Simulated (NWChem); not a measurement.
# TiOCl cation; SMILES [O]=[Ti+][Cl]

```xyz
3

Ti     0.3960     0.5988     0.0000
Cl    -0.1225    -1.4650     0.0000
O     -0.9086     1.4170     0.0000
```
Atoms are numbered in this order, from 1.

Level: PBE0/def2-SVP (NWChem), optimised geometry, unscaled harmonic frequencies. This spin state was assumed; another may lie lower.

```json
[
 {"frequency (cm⁻¹)": "249", "IR intensity (km/mol)": "9.6"},
 {"frequency (cm⁻¹)": "532", "IR intensity (km/mol)": "90.7"},
 {"frequency (cm⁻¹)": "1214", "IR intensity (km/mol)": "177.3"}
]
```

```json
{
  "zero_point_energy": "2.9 kcal/mol",
  "thermal correction to the enthalpy at 298.15 K (with zero-point energy)": "5.7 kcal/mol",
  "heat capacity Cv": "9.1 cal/(mol K)",
  "entropy at 298.15 K and 1 atm (symmetry number 1)": "66.3 cal/(mol K)"
}
```

Rigid rotor and harmonic oscillator.
